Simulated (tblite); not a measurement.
Compound: C₆H₁₀GeO.
Numbering: `[CH2:1]=[CH:2][Ge@@H:3]1[CH2:4][C:5](=[CH2:6])[CH2:7][O:8]1` (hydrogens: H9, H10 on C1; H11 on C2; H12 on Ge3; H13, H14 on C4; H15, H16 on C6; H17, H18 on C7)

Computed with GFN2-xTB (tblite), gas phase: L-BFGS steps from a force-field or distance-geometry start until the largest atomic force falls under 0.01 eV/Å.

Step 2: E = -649.3851 eV
```
atom  x, y, z in Å  |  force x, y, z in eV/Å
C1      2.6156    0.5268    0.3639    0.297   0.098   0.020
C2      2.4284   -0.3822   -0.5723   -0.050  -0.283   0.104
Ge3     0.6714   -1.1303   -0.9231    0.211   0.004  -0.136
C4     -0.5969    0.3259   -1.2348    0.094  -0.313   0.336
C5     -1.4104    0.2884    0.0259   -0.093  -0.057   0.185
C6     -2.3844    1.1489    0.2416   -0.008   0.176  -0.150
C7     -1.0488   -0.7827    1.0552   -0.011   0.302  -0.338
O8     -0.0663   -1.6929    0.6100   -0.129   0.165  -0.331
H9      1.8018    0.9005    0.9675    0.062  -0.018   0.014
H10     3.6025    0.9216    0.5542   -0.059   0.163   0.117
H11     3.2363   -0.7507   -1.1658    0.453  -0.021  -0.143
H12     0.6262   -2.1608   -2.0069    0.092  -0.476  -0.021
H13    -0.0784    1.2845   -1.3354   -0.293  -0.086  -0.150
H14    -1.2045    0.1084   -2.1130   -0.097   0.347   0.033
H15    -2.9536    1.1286    1.1422   -0.291   0.072   0.292
H16    -2.6160    1.9053   -0.4903   -0.090   0.009   0.093
H17    -1.9507   -1.3418    1.3130   -0.053  -0.102   0.046
H18    -0.6811   -0.2912    1.9633   -0.034   0.020   0.030
```

Step 3: E = -649.4198 eV
```
atom  x, y, z in Å  |  force x, y, z in eV/Å
C1      2.6213    0.5295    0.3644    0.073  -0.173  -0.173
C2      2.4349   -0.3890   -0.5687    0.057  -0.120   0.168
Ge3     0.6811   -1.1421   -0.9333    0.024   0.327   0.078
C4     -0.5981    0.3195   -1.2261    0.120  -0.240   0.128
C5     -1.4155    0.2901    0.0299   -0.106   0.040   0.092
C6     -2.3887    1.1550    0.2426    0.086  -0.089   0.052
C7     -1.0513   -0.7767    1.0509   -0.019   0.149  -0.225
O8     -0.0715   -1.6852    0.5996   -0.060   0.054  -0.277
H9      1.8062    0.8995    0.9667    0.026  -0.014   0.027
H10     3.6004    0.9261    0.5578    0.118   0.214   0.116
H11     3.2456   -0.7502   -1.1682    0.387   0.000  -0.073
H12     0.6291   -2.1712   -2.0040    0.089  -0.564  -0.120
H13    -0.0887    1.2809   -1.3407   -0.210  -0.070  -0.070
H14    -1.2052    0.1202   -2.1098   -0.115   0.243   0.054
H15    -2.9586    1.1307    1.1452   -0.257   0.090   0.229
H16    -2.6177    1.9038   -0.4865   -0.149   0.190  -0.068
H17    -1.9489   -1.3429    1.3134   -0.054  -0.077   0.028
H18    -0.6830   -0.2918    1.9619   -0.011   0.039   0.034
```

Step 4: E = -649.4586 eV
```
atom  x, y, z in Å  |  force x, y, z in eV/Å
C1      2.6287    0.5288    0.3613    0.019  -0.141  -0.056
C2      2.4479   -0.4008   -0.5609    0.216  -0.127  -0.058
Ge3     0.6945   -1.1519   -0.9457   -0.153   0.463   0.172
C4     -0.5983    0.3068   -1.2130    0.023   0.042  -0.217
C5     -1.4227    0.2924    0.0357   -0.217   0.249  -0.024
C6     -2.3962    1.1624    0.2488    0.220  -0.274   0.054
C7     -1.0561   -0.7668    1.0422    0.008  -0.151   0.053
O8     -0.0800   -1.6735    0.5795    0.003  -0.091  -0.124
H9      1.8133    0.8975    0.9659    0.009  -0.046  -0.002
H10     3.6010    0.9373    0.5652    0.137   0.174   0.054
H11     3.2651   -0.7489   -1.1719    0.212   0.035   0.074
H12     0.6350   -2.1975   -2.0023    0.090  -0.503  -0.096
H13    -0.1072    1.2742   -1.3490   -0.060  -0.030   0.057
H14    -1.2083    0.1416   -2.1035   -0.131   0.050   0.083
H15    -2.9696    1.1355    1.1518   -0.194   0.097   0.147
H16    -2.6233    1.9063   -0.4835   -0.167   0.238  -0.089
H17    -1.9467   -1.3452    1.3142   -0.026  -0.019  -0.013
H18    -0.6861   -0.2918    1.9602    0.009   0.036  -0.015
```

**Question.** Estimate the geometry and energy of step 5. (The exact step hangs on the optimiser's Hessian estimate; all steps are aligned on step 4, rigid shifts and turns removed.)

**Answer.** E = -649.4777 eV, largest force 0.385 eV/Å
```
atom  x, y, z in Å  |  force x, y, z in eV/Å
C1      2.6344    0.5283    0.3609   -0.007  -0.323  -0.210
C2      2.4593   -0.4116   -0.5594    0.226   0.170   0.129
Ge3     0.7000   -1.1509   -0.9508   -0.173   0.302   0.061
C4     -0.5986    0.3008   -1.2090   -0.111   0.214  -0.258
C5     -1.4289    0.2964    0.0382    0.005   0.062  -0.101
C6     -2.3989    1.1646    0.2529   -0.046  -0.038   0.079
C7     -1.0587   -0.7639    1.0385    0.023  -0.210   0.118
O8     -0.0851   -1.6681    0.5659    0.012  -0.142  -0.004
H9      1.8179    0.8954    0.9651   -0.007  -0.065  -0.018
H10     3.6027    0.9463    0.5702    0.119   0.128   0.015
H11     3.2797   -0.7474   -1.1724    0.195   0.000   0.079
H12     0.6401   -2.2207   -2.0023    0.092  -0.327   0.036
H13    -0.1189    1.2698   -1.3529    0.052   0.055   0.103
H14    -1.2123    0.1547   -2.0984   -0.165  -0.070   0.030
H15    -2.9790    1.1399    1.1579   -0.077   0.087   0.001
H16    -2.6291    1.9109   -0.4824   -0.135   0.145   0.010
H17    -1.9457   -1.3469    1.3143   -0.027  -0.007  -0.027
H18    -0.6878   -0.2914    1.9587    0.024   0.018  -0.041
```

The energy changes by -0.0191 eV. The first-order estimate −F·Δx gives -0.0282 eV and the mean of the old and new forces, exact on a quadratic surface, -0.0191 eV. The step makes an angle of 58° with the force vector and moves no atom by more than 0.024 Å.

The cost below is that of the whole relaxation. On one thread of an Arm Neoverse N1, no GPU, shared host with 64 logical CPUs at a one-minute load of 60, this took 1.8 s wall.
